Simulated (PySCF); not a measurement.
**Correlation energy of Co (cobalt, neutral)**

[Ar] 3d7 4s2, high-spin 4F determinant. Calculation: PySCF 2.14, in x2c-TZVPPall with one added diffuse shell each of s, p, d, f type (7s6p5d3f1g, 80 functions); scalar relativity by spin-free X2C-1e. Frozen: [Ar]; 9 electrons correlated.

| level | correlation energy (mhartree) |
| --- | --- |
| CCSD | -251.45 |
| (T) | -9.06 |
| CCSD(T) | -260.51 |

Diagnostics: T1 = 0.023, D1 = 0.0676, largest double amplitude 0.069.

Is a single reference adequate?

Yes: T1 lies below 0.03 and no double amplitude reaches 0.07.
